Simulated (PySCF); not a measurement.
**Ionisation energy of Be⁺ by level of theory**

Be⁺ [He] 2s1 (2S) → Be²⁺ 1s2 (1S), as a difference of total energies. Computed with PySCF 2.14 in an even-tempered Gaussian basis (21 s from 0.022 bohr⁻², ratio 2.2; 10 p from 0.057 bohr⁻², ratio 2.4; 7 d from 0.17 bohr⁻², ratio 2.4; 6 f from 0.26 bohr⁻², ratio 2.4; 6 g from 0.39 bohr⁻², ratio 2.4), with the spin-free X2C one-electron Hamiltonian (Gaussian nucleus). Correlated levels: nothing frozen; virtual orbitals above 40 to 60 times the deepest correlated orbital energy dropped. The calculations carry no spin-orbit coupling.

```csv
method,ionisation energy (eV)
UHF,18.130
LDA,18.257
PBE,18.499
PBE0,18.460
r2SCAN,18.192
r2SCANh,18.208
M06,18.040
MP2 (all electrons),18.203
SCS-MP2 (all electrons),18.196
```

How much does correlation contribute at MP2 (all electrons)?

18.203 − (18.130) = 0.073 eV, measured against UHF.

For comparison: 18.211 eV (measured; NIST Atomic Spectra Database, ionization energies).
